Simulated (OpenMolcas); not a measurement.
## Os6+: moving or changing the point charges

Os6+ among 6 point charges of -1.7 e arranged as an octahedron (Oh), 1.77 Å from the ion.

```yaml
Program: OpenMolcas
Method: CASSCF
Basis: ANO-RCC-VDZP [7s6p4d2f1g]
Scalar_Hamiltonian: DKH2, point nucleus
Active_space: 2 electrons in 5 orbitals (5d)
State_averaging: 2S+1 = 3 even, 10 roots; 2S+1 = 1 even, 15 roots
Spin-orbit_coupling: state interaction with AMFI integrals over the reference wave functions
```

Runs around this geometry, states (labels of O, the rotations of Oh). Energies in cm-1 above the lowest state or level, χT in cm3 K/mol; under a threefold ground state the first gap can be a small split of the lowest multiplet, not the spin-orbit step; 10Dq and B are least-squares fits to the states below 45000 cm-1, weighted by degeneracy, with a free offset, and given where the rms deviation is under 5 % of |10Dq| (or 100 cm-1) and under 700 cm-1.

```tsv
R (Å)	q (e)	Ground state	First state of that spin	10Dq	B (rms of fit)	First gap with spin-orbit (degeneracies)	χT at 300 K	First state of another spin
1.77	-1.1	3T1	3T2 7187	8386	929 (52)	1315 (2, 3)	0.073	1T2 13668
1.66	-1.7	3T1	3T2 15669	17452	923 (100)	1248 (2, 3)	0.038	1T2 13496
1.77	-1.7	3T1	3T2 11339	12940	925 (94)	1358 (2, 3)	0.050	1T2 13639
1.92	-1.7	3T1	3T2 7481	8725	929 (59)	1327 (2, 3)	0.071	1T2 13677
```

Taking |10Dq| as R^-n, n = -ln(8725 / 17452) / ln(1.92 / 1.66) = 4.8 between the shortest and longest distance. The point-charge formula for a cubic d site gives n = 5.

Scaling the charges by -1.1 / -1.7 = 0.65 scales |10Dq| by 8386 / 12940 = 0.65; with fixed orbitals a first-order splitting would follow the charge.

An orbital triplet at a regular site is open to Jahn-Teller coupling, which can distort the site and quench the lowest spin-orbit gaps and is left out. Without dynamic correlation the repulsion within the d shell is too large (B by tens of per cent), so at a given field states of lower spin stand too high. This field is weak: 10Dq is about 8386 cm-1, while octahedral complexes of 5d ions of charge 3 and more, computed by the same method with explicit ligands, had a median near 35000 cm-1. Ground spin and moment need not be those of a real site (figures for R = 1.77, q = -1.1; the like holds for R = 1.66, q = -1.7, R = 1.77, q = -1.7, R = 1.92, q = -1.7). This is an electrostatic model: the charges have no orbitals. No measured value stands beside these numbers.
